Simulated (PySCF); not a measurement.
**C3H9Al: core ionisation energies**

C3H9Al.
Atom-mapped SMILES: `[CH3:1][CH2:2][CH2:3][AlH2:4]`

Cartesian coordinates in Å at the PBE0-D3(BJ)/def2-SVP level; atoms count from 1:
```
atom  x, y, z in Å
C1    -1.340    0.256   -1.038
C2    -0.856   -0.354    0.269
C3     0.616   -0.771    0.217
Al4    1.903    0.687   -0.073
H5    -0.765    1.165   -1.293
H6    -2.400    0.548   -0.993
H7    -1.224   -0.452   -1.876
H8    -1.008    0.376    1.083
H9    -1.494   -1.219    0.522
H10    0.769   -1.554   -0.549
H11    0.909   -1.255    1.171
H12    3.326    0.408   -0.736
H13    1.558    2.167    0.416
```

Level of theory: PySCF 2.14.0, delta-SCF UKS SCAN, pcX-2 on the ionised atom, pcseg-1 elsewhere, spin-free X2C. Each binding energy is the total energy of the core-ionised species, with the hole localised on one atom, minus that of the ground state; both are solved self-consistently, so orbital relaxation is included.

Q: List the computed XPS lines with their assignment.

A: 
```
atom(s)                    environment  level  binding energy (eV)  above the level's lowest (eV)  count
     C3               chain CH2 carbon   C 1s               289.63                           0.00      1
     C2               chain CH2 carbon   C 1s               290.56                          +0.93      1
     C1                  methyl carbon   C 1s               290.62                          +0.99      1
    Al4  aluminium bonded to C and 2 H  Al 1s              1566.75                           0.00      1
```

The listed C 1s values span 0.99 eV, from C3 (bonded to C, 2 H and Al) to C1 (bonded to C and 3 H). The widest gap between neighbouring values is 0.93 eV, between 289.63 and 290.56 eV. Summing the Pauling electronegativity differences to the bonded atoms, each weighted by its formal bond order, gives -1.64 for the lowest site and -1.05 for the highest; the largest sum, -0.70, belongs to C2, 0.06 eV below the top.

Q: Which photon energy gives electrons from C 1s of C3 a kinetic energy of 50 eV, and what is their de Broglie wavelength?

A: hν = 289.63 + 50 = 339.63 eV, recoil neglected; λ = 12.264 Å/√(E/eV) = 1.73 Å.

Q: Which effective nuclear charge Zeff reproduces each element's mean 1s value in the hydrogen-like formula E = 13.606 eV × Zeff²?

A: C (Z = 6): mean 290.3 eV, Zeff = 4.62, Z − Zeff = 1.38; Al (Z = 13): mean 1566.8 eV, Zeff = 10.73, Z − Zeff = 2.27. Means run over the listed sites, weighted by atom count.

Geometry: PBE0-D3(BJ)/def2-SVP, one conformer, isolated molecule.
